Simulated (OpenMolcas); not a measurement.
# Fe4+ in a point-charge field

Fe4+ among 8 point charges of -1.6 e arranged as a cube (Oh), 1.81 Å from the ion.
```
   1.0450    1.0450    1.0450  -1.60
   1.0450    1.0450   -1.0450  -1.60
   1.0450   -1.0450    1.0450  -1.60
   1.0450   -1.0450   -1.0450  -1.60
  -1.0450    1.0450    1.0450  -1.60
  -1.0450    1.0450   -1.0450  -1.60
  -1.0450   -1.0450    1.0450  -1.60
  -1.0450   -1.0450   -1.0450  -1.60
```

```json
{
  "Program": "OpenMolcas 26.06",
  "Method": "CASSCF",
  "Basis": "ANO-RCC-VDZP [5s4p2d1f]",
  "Scalar Hamiltonian": "DKH2, point nucleus",
  "Active space": "4 electrons in 5 orbitals (3d)",
  "State averaging": "2S+1 = 5 even, 5 roots; 2S+1 = 3 even, 45 roots; 2S+1 = 1 even, 50 roots",
  "Spin-orbit coupling": "RASSI with atomic mean-field integrals over the reference wave functions"
}
```

The lowest spin-free states (labels of O, the rotations of Oh), above the lowest:

| State | Degeneracy | E (cm-1) | Free-ion L (%) |
| --- | --- | --- | --- |
| 5T2 | 3 | 0.0 | D (100) |
| 5E | 2 | 2472 | D (100) |
| 3T1 | 3 | 25548 | H (83) |
| 3T2 | 3 | 26604 | H (93) |
| 3T1 | 3 | 27819 | H (77) |
| 3E | 2 | 28617 | H (98) |
| 3T1 | 3 | 30531 | P (70) |
| 3T2 | 3 | 31473 | F (65) |
| 3T1 | 3 | 32452 | F (57) |
| 3A2 | 1 | 32762 | F (100) |
| 3T2 | 3 | 33749 | G (70) |
| 3E | 2 | 34908 | G (98) |
| 3A1 | 1 | 36302 | G (100) |
| 3T1 | 3 | 36316 | G (80) |
| 1A1 | 1 | 36670 | I (61) |
| 1T1 | 3 | 38278 | I (76) |
| 1T2 | 3 | 39821 | I (98) |
| 1E | 2 | 41469 | I (53) |
| 1A2 | 1 | 41985 | I (100) |
| 1T2 | 3 | 42202 | I (92) |

The lowest levels with spin-orbit coupling:

```tsv
E (cm-1)	Degeneracy	Label	2S+1
0.0	1	A1	5
83.5	3	T1	5
168.7	3	T2	5
505.2	2	E	5
568.3	3	T1	5
847.0	3	T2	5
2942	1	A2	5
2984	3	T2	5
3023	2	E	5
3051	3	T1	5
3078	1	A1	5
25445	1	A1	3
25785	3	T1	3
26083	2	E	3
26168	3	T2	3
26901	3	T1	3
27013	2	E	3
27187	3	T2	3
27289	1	A2	3
28100	3	T2	3
```

Powder χT (cm3 K/mol): 0.0409 at 2 K, 0.204 at 10 K, 0.912 at 50 K, 1.29 at 100 K, 1.64 at 200 K, 1.89 at 300 K. The effective moment at 300 K is 2.828 √(χT) = 3.89 μB.

The lowest level has 2S+1 = 5, for which the spin-only value is χT = S(S+1) / 2 = 3.000 cm3 K/mol (g = 2). The computed 1.891 at 300 K differs by -1.109, through orbital momentum, spin-orbit coupling and any other state in reach. With a threefold ground state the orbital momentum is unquenched, so the spin-only value is not expected to hold.

An orbital triplet at a regular site is open to Jahn-Teller coupling, which can distort the site and quench the lowest spin-orbit gaps and is left out. Without dynamic correlation the repulsion within the d shell is too large (B by tens of per cent), so at a given field states of lower spin stand too high. Point charges give a weaker field than real ligands, and real ions of this kind are often low spin; the high spin found here belongs to the model. The ground term spreads over less than 5000 cm-1, several times less than with real ligands, so orbital moments are less quenched and χT lies further from the spin-only value than at real sites. Point charges carry no covalency, so the field is a model and not that of real ligands. No measured value stands beside these numbers.

The RASSCF and RASSI steps took 22 s on 1 thread of Arm Neoverse V1 (shared host); the integral step is not counted.
